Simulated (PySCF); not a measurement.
Isomers of C6H10Cl2Si, mass 179.993 u with the commonest isotopes. Computed with PBE0/pcSseg-1 in PySCF (dipole) on a GFN2-xTB geometry, gas phase. One conformer each, none proved a minimum here; rigid rotors.

**Question.** Order these by out-of-plane moment Σ m c² = (Ia + Ib − Ic)/2, largest first.
A. `[Cl:1][CH2:2][C@@H:3]1[CH:4]=[CH:5][CH2:6][CH2:7][Si@@H:8]1[Cl:9]` with Cl1–C2–C3–C4 -65°, C2–C3–C4–C5 -130°, C4–C5–C6–C7 -28°, C5–C6–C7–Si8 53°, C6–C7–Si8–Cl9 66°
B. `[CH3:1][CH2:2][CH2:3][CH:4]=[C:5]=[CH:6][SiH:7]([Cl:8])[Cl:9]` with C1–C2–C3–C4 179°, C2–C3–C4–C5 121°, C5–C6–Si7–Cl8 -2°
C. `[CH2:1]=[C:2]=[C:3]([CH3:4])[Si@H:5]([Cl:6])[CH2:7][CH2:8][Cl:9]` with C2–C3–Si5–Cl6 116°, C3–Si5–C7–C8 166°, Si5–C7–C8–Cl9 179°
D. `[CH2:1]=[C:2]([CH3:3])[C@@:4]1([CH:5]([Cl:6])[Cl:7])[CH2:8][SiH2:9]1` with C1–C2–C4–C5 -100°, C2–C4–C5–Cl6 -70°
E. `[CH2:1]=[CH:2][C@@H:3]([Cl:4])[C@@H:5]([Cl:6])[C@@H:7]1[CH2:8][SiH2:9]1` with C1–C2–C3–Cl4 120°, C2–C3–C5–Cl6 173°, C3–C5–C7–C8 169°

**Answer.** D (190.58 u·Å²), E (122.02 u·Å²), B (108.50 u·Å²), A (70.85 u·Å²), C (48.05 u·Å²).

**Question.** Order these by rotational constant A, smallest first.
A. `[CH2:1]=[CH:2][C@@H:3]([Cl:4])[C@@H:5]([Cl:6])[C@@H:7]1[CH2:8][SiH2:9]1` with C1–C2–C3–Cl4 120°, C2–C3–C5–Cl6 173°, C3–C5–C7–C8 169°
B. `[CH2:1]=[C:2]([CH3:3])[C@@:4]1([CH:5]([Cl:6])[Cl:7])[CH2:8][SiH2:9]1` with C1–C2–C4–C5 -100°, C2–C4–C5–Cl6 -70°
C. `[CH3:1][CH2:2][CH2:3][CH:4]=[C:5]=[CH:6][SiH:7]([Cl:8])[Cl:9]` with C1–C2–C3–C4 179°, C2–C3–C4–C5 121°, C5–C6–Si7–Cl8 -2°
D. `[CH2:1]=[C:2]=[C:3]([CH3:4])[Si@H:5]([Cl:6])[CH2:7][CH2:8][Cl:9]` with C2–C3–Si5–Cl6 116°, C3–Si5–C7–C8 166°, Si5–C7–C8–Cl9 179°
E. `[Cl:1][CH2:2][C@@H:3]1[CH:4]=[CH:5][CH2:6][CH2:7][Si@@H:8]1[Cl:9]` with Cl1–C2–C3–C4 -65°, C2–C3–C4–C5 -130°, C4–C5–C6–C7 -28°, C5–C6–C7–Si8 53°, C6–C7–Si8–Cl9 66°

**Answer.** A (1030 MHz), B (1119 MHz), D (1237 MHz), E (1381 MHz), C (1703 MHz).

**Question.** Order these by radius of gyration √(Σ m r²/M), smallest first.
A. `[Cl:1][CH2:2][C@@H:3]1[CH:4]=[CH:5][CH2:6][CH2:7][Si@@H:8]1[Cl:9]` with Cl1–C2–C3–C4 -65°, C2–C3–C4–C5 -130°, C4–C5–C6–C7 -28°, C5–C6–C7–Si8 53°, C6–C7–Si8–Cl9 66°
B. `[CH2:1]=[C:2]([CH3:3])[C@@:4]1([CH:5]([Cl:6])[Cl:7])[CH2:8][SiH2:9]1` with C1–C2–C4–C5 -100°, C2–C4–C5–Cl6 -70°
C. `[CH2:1]=[C:2]=[C:3]([CH3:4])[Si@H:5]([Cl:6])[CH2:7][CH2:8][Cl:9]` with C2–C3–Si5–Cl6 116°, C3–Si5–C7–C8 166°, Si5–C7–C8–Cl9 179°
D. `[CH3:1][CH2:2][CH2:3][CH:4]=[C:5]=[CH:6][SiH:7]([Cl:8])[Cl:9]` with C1–C2–C3–C4 179°, C2–C3–C4–C5 121°, C5–C6–Si7–Cl8 -2°
E. `[CH2:1]=[CH:2][C@@H:3]([Cl:4])[C@@H:5]([Cl:6])[C@@H:7]1[CH2:8][SiH2:9]1` with C1–C2–C3–Cl4 120°, C2–C3–C5–Cl6 173°, C3–C5–C7–C8 169°

**Answer.** B (2.168 Å), E (2.340 Å), A (2.405 Å), C (2.721 Å), D (2.968 Å).

```csv
SMILES,point group,Ia (u·Å²),Ib (u·Å²),Ic (u·Å²),κ,μa (D),μb (D),μc (D)
C=C[C@@H](Cl)[C@@H](Cl)[C@@H]1C[SiH2]1,C1,490.71,616.73,863.40,0.05,1.71,2.84,1.23
CCCC=C=C[SiH](Cl)Cl,C1,296.84,1397.32,1477.16,-0.97,1.91,0.08,1.23
C=C=C(C)[Si@H](Cl)CCCl,C1,408.43,972.12,1284.44,-0.70,2.32,0.69,0.91
ClC[C@@H]1C=CCC[Si@@H]1Cl,C1,366.08,745.82,970.21,-0.64,2.16,0.90,0.93
C=C(C)[C@@]1(C(Cl)Cl)C[SiH2]1,C1,451.73,584.57,655.14,-0.46,2.67,0.43,0.57
```
